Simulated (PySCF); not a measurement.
Species: C4H5BS2.
Geometry (PBE0-D3(BJ)/def2-SVP, Å), atoms numbered from 1 in this order:
```xyz
12
C4H5BS2 angstrom
C      3.638   -0.628    0.109
C      2.439   -0.430    0.042
B      0.945   -0.183   -0.037
S      0.140    0.409   -1.533
C     -1.468    0.734   -0.723
C     -1.690   -0.265    0.392
S     -0.152   -0.459    1.362
H      4.698   -0.803    0.168
H     -1.444    1.764   -0.333
H     -2.259    0.670   -1.485
H     -1.959   -1.254   -0.011
H     -2.491    0.062    1.072
```

The closed-shell ground state was solved at several levels (PySCF, density fitting, gas phase, non-relativistic).

| level | basis functions | HOMO (eV) | LUMO (eV) | gap (eV) | dipole (D) |
| --- | --- | --- | --- | --- | --- |
| PBE0/pcSseg-1 | 158 | -7.05 | -1.53 | 5.52 | 1.64 |
| PBE0/pcSseg-2 | 336 | -7.00 | -1.54 | 5.46 | 1.77 |

Question: Estimate the row for wB97X-D/def2-SVPD, a basis of 194 functions; the other rows only guide the guess.

Answer: HOMO -8.81 eV, LUMO 0.16 eV, gap 8.97 eV, dipole 1.70 D.

Question: Over all these levels, which gives the widest orbital gap and which the narrowest?

Answer: wB97X-D/def2-SVPD (range-separated hybrid) has the widest, 8.97 eV, and PBE0/pcSseg-2 (global hybrid, 25 % exact exchange) the narrowest, 5.46 eV. Functional and basis both differ between the two, so the spread mixes both effects.

Question: How far do the dipole and the HOMO energy spread over the levels?

Answer: The dipole runs from 1.64 to 1.77 D (mean 1.70 D) and the HOMO from -8.81 to -7.00 eV.

One conformer stands for the species.
